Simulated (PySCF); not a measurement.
# Radial density of F²⁺ (fluorine, charge +2)

wB97X-V, [He] 2s1 2p4, high-spin 4P determinant (an excited configuration). Calculation: PySCF 2.14, in aug-cc-pCVTZ-DK with one added diffuse shell each of s, p, d, f type (8s7p5d3f, 75 functions); the spin-free X2C one-electron Hamiltonian (Gaussian nucleus).

```csv
r (bohr),4πr²ρ (e/bohr),4πr²(ρα − ρβ)
0.00324,0.05867,0.0019
0.00546,0.1583,0.0050
0.00918,0.4098,0.0130
0.0154,1.024,0.0323
0.0260,2.376,0.0744
0.0437,4.875,0.1504
0.0735,8.094,0.2441
0.124,9.564,0.3025
0.208,6.890,0.4519
0.350,4.179,1.4748
0.588,5.135,3.1329
0.989,3.961,2.4497
1.66,0.8863,0.4815
2.80,0.03339,0.0110
```

Densities and radii are taken from the X2C orbitals without a picture-change correction, which distorts them close to the nucleus.
